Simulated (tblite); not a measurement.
AsH8NSi2.
SMILES with atom numbers: `[SiH3:1][NH:2][SiH2:3][AsH2:4]` (hydrogens: H5, H6, H7 on Si1; H8 on N2; H9, H10 on Si3; H11, H12 on As4)

Geometry (GFN2-xTB, Å), atoms numbered from 1 in this order:
```xyz
12
AsH8NSi2 angstrom
Si    -1.8129    0.5681    0.2211
N     -0.8074   -0.8053   -0.0771
Si     0.9245   -0.9338   -0.0692
As     1.7687    1.1516    0.4686
H     -1.4721    1.6328   -0.7354
H     -3.1840    0.0953    0.0343
H     -1.5931    1.0598    1.5899
H     -1.2884   -1.6686   -0.2628
H      1.2954   -1.9491    0.9385
H      1.3174   -1.4930   -1.3772
H      1.6739    1.6385   -0.9488
H      3.1792    0.7031    0.1921
```

All values are computed: GFN2-xTB (tblite) harmonic vibrations without scaling, gas phase. The method is semi-empirical: single wavenumbers can be off by several per cent or more. Modes of hydrogen on arsenic and silicon can be 10 to 20 % off. One conformer, not necessarily the lowest. The optimisation stopped once no atom felt more than 0.01 eV/Å.

Lowest wavenumbers of the output (negative numbers stand for imaginary wavenumbers):
```
mode    cm-1
  1     -32.4
  2      77.4
  3      82.1
  4     111.0
  5     237.4
  6     292.4
  7     378.5
  8     413.9
```

Question: Is this structure a minimum?

Answer: Not by this Hessian. 1 mode is imaginary beyond 20i (32i cm⁻¹), so at this level the point lies at or near a first-order saddle. The curvature is small, so loose convergence or finite differences may be the whole cause.

Question: Which atoms move in the imaginary mode?

Answer: 32i: H5 (Si–H hydrogen) 23 %, H7 (Si–H hydrogen) 22 %, N2 (nitrogen bridging silicon atoms) 14 %, H6 (Si–H hydrogen) 13 %. These are shares of the mass-weighted motion.

Question: What is the remedy?

Answer: Step along that mode in both directions, optimise again with tighter thresholds and repeat the frequencies. The zero-point energy of this point (43.7 kcal/mol) counts the 29 real modes alone, and thermal corrections from it aren't those of a minimum.

Time: 0.52 s. Hardware: one thread, Arm Neoverse N1 (aarch64), shared host. This covers the Hessian and the dipole derivatives.
